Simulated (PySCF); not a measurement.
**Electron correlation in Si (silicon, neutral)**

[Ne] 3s1 3p3, high-spin 5S determinant (an excited configuration). All numbers are calculated (PySCF 2.14, no relativity, point nucleus, in aug-cc-pV(D+d)Z (5s4p3d, 32 functions)). Frozen: [Ne]; 4 electrons correlated.

MP2 pair energies summed by pair of shells (mhartree):

```json
{"pair": "3p-3p", "energy": "-15.37", "share (%)": "86.0"}
{"pair": "3s-3p", "energy": "-2.51", "share (%)": "14.0"}
```

Total MP2 correlation energy: -17.88 mhartree.

Same-spin part -17.88 and opposite-spin part 0.00 mhartree; SCS-MP2 scales them by 1/3 and 6/5 to -5.96 mhartree.
